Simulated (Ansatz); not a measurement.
Species: CH₄S₄, SMILES `SSC(S)S` (charge 0, multiplicity 1), formula CH4S4.

Question: How many basis functions does frozen-core CCSD(T)/cc-pVTZ // PBE0-D3(BJ)/def2-TZVP (Ansatz, a quantum-chemistry and plane-wave program) use, how many core orbitals are frozen, and how many electrons are correlated?

Answer: 222 basis functions and 21 frozen orbitals, which leaves 32 correlated electrons. Core time is of the order of minutes.
